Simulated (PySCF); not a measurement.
## Two-component Hartree-Fock for Gd⁴⁺ (gadolinium, charge +4)

Start: [Xe] 4f6; 4f5/2 filled at m_j = -5/2, -3/2, -1/2, +1/2, +3/2, +5/2. Calculated with PySCF 2.14 in x2c-TZVPall-2c: generalised Hartree-Fock with the X2C-1e Hamiltonian and a Gaussian nucleus; one run each with spin-orbit coupling (SO) switched off, then screened by Boettger's factors.

| spinor shell | electrons | ε, spin-free (eV) | ε, screened SO (eV) | weight of nominal j (screened SO) | rms radius, screened SO (bohr) |
| --- | --- | --- | --- | --- | --- |
| 1s1/2 | 2 | -50543.5 | -50534.1 | 1.000 | 0.0249 |
| 2s1/2 | 2 | -8506.2 | -8503.3 | 1.000 | 0.101 |
| 2p1/2 | 2 | -7569.6 | -8059.9 | 1.000 | 0.0864 |
| 2p3/2 | 4 | -7569.6 | -7359.5 | 1.000 | 0.0928 |
| 3s1/2 | 2 | -1974.3 | -1973.3 | 1.000 | 0.260 |
| 3p1/2 | 2 | -1678.2 | -1780.9 | 1.000 | 0.252 |
| 3p3/2 | 4 | -1678.2 | -1633.5 | 1.000 | 0.265 |
| 3d3/2 | 4 | -1285.8 | -1305.0 | 0.994 | 0.237 |
| 3d5/2 | 6 | -1285.8 | -1272.1 | 0.996 | 0.241 |
| 4s1/2 | 2 | -458.68 | -458.39 | 1.000 | 0.586 |
| 4p1/2 | 2 | -358.08 | -383.02 | 0.971 | 0.603 |
| 4p3/2 | 4 | -358.08 | -347.04 | 0.986 | 0.630 |
| 4d3/2 | 4 | -215.27 | -222.29 | 0.705 | 0.679 |
| 4d5/2 | 6 | -215.27 | -210.35 | 0.803 | 0.685 |
| 5s1/2 | 2 | -102.57 | -102.52 | 1.000 | 1.39 |
| 5p1/2 | 2 | -73.736 | -77.866 | 0.950 | 1.52 |
| 5p3/2 | 4 | -73.736 | -71.902 | 0.975 | 1.60 |
| 4f5/2 | 6 | -68.898 | -68.841 | 0.573 | 0.860 |

| quantity | spin-free | screened SO |
| --- | --- | --- |
| E (hartree) | -11260.70372 | -11268.03684 |
| M_J | 0 | 0 |
| ⟨J²⟩ | 6.010 | 5.340 |
| ⟨L²⟩ | 12.006 | 11.824 |
| ⟨S²⟩ | 12.004 | 11.812 |

The determinant has a definite M_J but mixes levels of different J.

Each row is a mean over spinors that exchange with the open shell spreads, by up to 18.544 eV (4d5/2).

Rows whose weight is well below 1 are mixtures of j = l ± 1/2: exchange outweighs spin-orbit coupling there, and the label is only the starting occupation.

Breit and QED terms are absent; they matter most for the inner s and p1/2 levels.

Densities and radii are taken from the X2C orbitals without a picture-change correction, which distorts them close to the nucleus.

Without spin-orbit coupling the j labels of p, d and f shells carry no meaning; the spin-free column gives the mean over the occupied spinors of each nl shell.
